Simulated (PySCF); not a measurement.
Electron correlation in Mn⁺ (manganese, charge +1)

Starting occupation: [Ar] 3d4 4s2, 3d5/2 with m_j = -1/2, +1/2, +3/2, +5/2. Computed with PySCF 2.14 in x2c-TZVPall-2c (6s7p4d1f, 54 functions), with X2C-1e with screened-nucleus spin-orbit coupling, Gaussian nucleus. Frozen: [Ne]; 14 electrons correlated; the 6 highest virtual spinors left out.

MP2 pair energies summed by pair of shells (mhartree):

```json
{"pair": "3d-3p", "energy": "-112.15", "share (%)": "33.0"}
{"pair": "3p-3p", "energy": "-84.57", "share (%)": "24.9"}
{"pair": "3d-3d", "energy": "-30.60", "share (%)": "9.0"}
{"pair": "3p-4s", "energy": "-24.07", "share (%)": "7.1"}
{"pair": "3p-3s", "energy": "-23.78", "share (%)": "7.0"}
{"pair": "4s-4s", "energy": "-22.88", "share (%)": "6.7"}
{"pair": "3d-4s", "energy": "-21.82", "share (%)": "6.4"}
{"pair": "3d-3s", "energy": "-14.88", "share (%)": "4.4"}
{"pair": "3s-3s", "energy": "-3.75", "share (%)": "1.1"}
{"pair": "3s-4s", "energy": "-1.73", "share (%)": "0.5"}
```

Total MP2 correlation energy: -340.22 mhartree.

The GHF reference relaxed away from the jj start to a determinant that is no pure jj level (⟨S²⟩ = 6.00, ⟨J²⟩ = 20.30); the energies belong to that determinant.

This basis was not built for core-valence correlation, so the inner-shell part is incomplete.
